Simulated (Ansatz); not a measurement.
Reaction (atomization): `OBN[SiH3]` → B• + 6 H• + N• + O• + Si•

Gas-phase electronic energies from Ansatz, PBE0-D4/def2-TZVP geometries. CCSD(T)/CBS adds triple-zeta CCSD(T) − MP2 to the extrapolated MP2 energy (def2 sets, frozen cores). This one scheme is used for every species, atoms too. Functionals use def2-TZVPP. HSE06 is defined as in plane-wave codes. No spin–orbit coupling; open shells (•) take unrestricted orbitals. Spin–orbit coupling would lower the free atoms: a little for B, O, Si. Each species was taken in one conformer, which may not be the lowest.

`OBN[SiH3]`:

Cartesian coordinates in Å:
```
O 1.389 0.454 -1.057
B 0.227 -0.231 -1.288
N -0.649 -0.401 -0.197
Si -0.383 0.185 1.422
H 1.943 0.536 -1.834
H -0.036 -0.670 -2.375
H -1.503 -0.905 -0.371
H -0.273 1.665 1.458
H 0.846 -0.396 2.019
H -1.561 -0.236 2.224
```

CCSD(T)/CBS gives +3634.8 kJ/mol.

(1) Another level gave +3598.4 kJ/mol. Which?
A. SCS-MP2/def2-TZVPP
B. BHLYP-D4/def2-TZVPP
C. B2PLYP/def2-TZVPP
D. HSE06/def2-TZVPP

Largest T1 diagnostic among the species: 0.014.

Answers

(1) D. HSE06 3598.4, B2PLYP 3606.5, SCS-MP2/def2-TZVPP 3591.9, BHLYP-D4 3558.2 kJ/mol.

From BLYP to BHLYP (50 % exact exchange), in def2-TZVPP and without D4, ΔE moves by −61.6 kJ/mol: exact exchange takes away binding that semilocal exchange gives to molecules. In def2-TZVPP, CCSD(T) changes the Hartree–Fock value by +851.5 kJ/mol (the triples alone add +43.6 kJ/mol) and MP2 by +899.1 kJ/mol; breaking electron pairs costs correlation energy, which Hartree–Fock lacks. The D4 term adds +27.2 kJ/mol with B3LYP and +14.1 kJ/mol with PBE0; it sums over pairs of atoms, weighted by their polarisabilities, and B3LYP, whose exchange is more repulsive, gets the larger term.

B3LYP here is the variant with VWN-RPA as its local correlation; programs differ in this.

For atomizations the MP2-based limit and the directly extrapolated one differ by several kJ/mol either way, and by 10 to 25 for some Ge, Se and Sn compounds, so smaller differences from it don't rank the levels.
